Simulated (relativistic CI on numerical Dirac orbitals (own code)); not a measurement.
# Sensitivity of the levels of Os⁶³⁺ to α and to the nuclear radius

Calculated at this level of theory: Dirac-Coulomb-Breit CI, KLI orbitals optimised for each configuration, derivatives by finite differences, unscaled Slater integrals, QED left out (own radial code, finite nucleus).

Configuration list (outside the closed core [Ne]): 3s²3p, 3s²3d, 3s3p², 3p³, 3s3p3d, 3p3d², 3s3d², 3p²3d. Levels of other configurations are missing.

With x = (α/α₀)² − 1 an excitation energy changes as ω = ω₀ + qx; K = 2q/ω₀ is the relative enhancement. Terms are leading LS components, so labels can repeat. The field-shift factor is F = δν/δ⟨r²⟩ for the transition from the lowest level.

Lowest level 3s²3p ²P°1/2.

```csv
Level,ω₀ (cm⁻¹),q (cm⁻¹),K,F (GHz/fm²)
3s3p² ⁴P1/2,1455127,397500,0.546,-9070
3s²3p ²P°3/2,3329726,4.126e+06,2.48,-747
3s3p² ⁴P3/2,4524505,4.474e+06,1.98,-9600
3s3p² ²D5/2,4679694,4.491e+06,1.92,-9550
3s3p² ²D3/2,4848713,4.436e+06,1.83,-7780
3s3p² ²P1/2,4945143,4.503e+06,1.82,-9770
3s²3d ²D3/2,5308730,4.326e+06,1.63,-2790
3s²3d ²D5/2,5968383,5.02e+06,1.68,-890
3s3p3d ⁴F°3/2,6253262,4.675e+06,1.5,-13000
3s3p3d ⁴F°3/2,6362417,4.724e+06,1.48,-13900
3s3p3d ⁴F°5/2,6445983,4.592e+06,1.42,-9680
3s3p3d ⁴D°1/2,6673984,4.635e+06,1.39,-9650
3s3p3d ⁴D°3/2,6738279,4.71e+06,1.4,-10700
3s3p3d ⁴P°5/2,7191849,5.356e+06,1.49,-9620
3s3p3d ⁴F°7/2,7315810,5.391e+06,1.47,-9640
3s3p3d ²F°5/2,7402574,5.396e+06,1.46,-9710
3s3p3d ²D°3/2,7445466,5.392e+06,1.45,-10200
3s3p² ⁴P5/2,7955677,8.579e+06,2.16,-10300
3p²3d ²D3/2,8073756,4.98e+06,1.23,-18600
3s3p² ²S1/2,8273628,8.615e+06,2.08,-10400
3s3p² ²P3/2,8334919,8.615e+06,2.07,-10500
3p²3d ²D5/2,8952830,5.776e+06,1.29,-18700
3p³ ²D°5/2,9536253,8.863e+06,1.86,-16000
```

At this charge energies of transitions that change n are usually good to better than 1 %, and those within a shell (Δn = 0) to a few per cent.
